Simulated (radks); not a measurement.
The numbers below are computed, except where a source is named.
Effect of the nuclear size on neutral lutetium, [Xe] 4f14 5d1 6s2. Code: a radial shooting solver on a logarithmic mesh with Libxc functionals. Model: Dirac Kohn-Sham, LDA (Slater exchange, Perdew-Wang correlation), spin-unpolarised, spherical densities, finite nucleus; open shells fill j = l - 1/2 first; Fermi nuclear charge, rms radius 5.37 fm. The rms radius is varied about that value; shifts are against it.

[
 {"rms radius (fm)": "4.6451", "total energy shift (eV)": "-11.2", "density at nucleus (e/bohr^3)": "1.159e+06", "1s1/2 shift (meV)": "-4560", "2s1/2 shift (meV)": "-626", "5p1/2 shift (meV)": "0.414", "6s1/2 shift (meV)": "-0.278", "5d3/2 shift (meV)": "0.302", "6p1/2 (empty) shift (meV)": "0.128"},
 {"rms radius (fm)": "5.1982", "total energy shift (eV)": "-2.75", "density at nucleus (e/bohr^3)": "1.118e+06", "1s1/2 shift (meV)": "-1120", "2s1/2 shift (meV)": "-154", "5p1/2 shift (meV)": "0.102", "6s1/2 shift (meV)": "-0.068", "5d3/2 shift (meV)": "0.074", "6p1/2 (empty) shift (meV)": "0.031"},
 {"rms radius (fm)": "5.37", "total energy shift (eV)": "0", "density at nucleus (e/bohr^3)": "1.107e+06", "1s1/2 shift (meV)": "0.000", "2s1/2 shift (meV)": "0.000", "5p1/2 shift (meV)": "0.000", "6s1/2 shift (meV)": "0.000", "5d3/2 shift (meV)": "0.000", "6p1/2 (empty) shift (meV)": "0.000"},
 {"rms radius (fm)": "5.7083", "total energy shift (eV)": "5.60", "density at nucleus (e/bohr^3)": "1.086e+06", "1s1/2 shift (meV)": "2280", "2s1/2 shift (meV)": "313", "5p1/2 shift (meV)": "-0.207", "6s1/2 shift (meV)": "0.139", "5d3/2 shift (meV)": "-0.151", "6p1/2 (empty) shift (meV)": "-0.064"},
 {"rms radius (fm)": "6.1272", "total energy shift (eV)": "12.9", "density at nucleus (e/bohr^3)": "1.061e+06", "1s1/2 shift (meV)": "5240", "2s1/2 shift (meV)": "718", "5p1/2 shift (meV)": "-0.474", "6s1/2 shift (meV)": "0.319", "5d3/2 shift (meV)": "-0.347", "6p1/2 (empty) shift (meV)": "-0.146"}
]

Slopes of the eigenvalues against <r^2> in GHz/fm^2, as finite differences over the two radii next to the reference (eigenvalue slopes, not the field-shift constants of lines): 1s1/2 148000, 2s1/2 20300, 5p1/2 -13.4, 6s1/2 9.01, 5d3/2 -9.80, 6p1/2 (empty) -4.13.
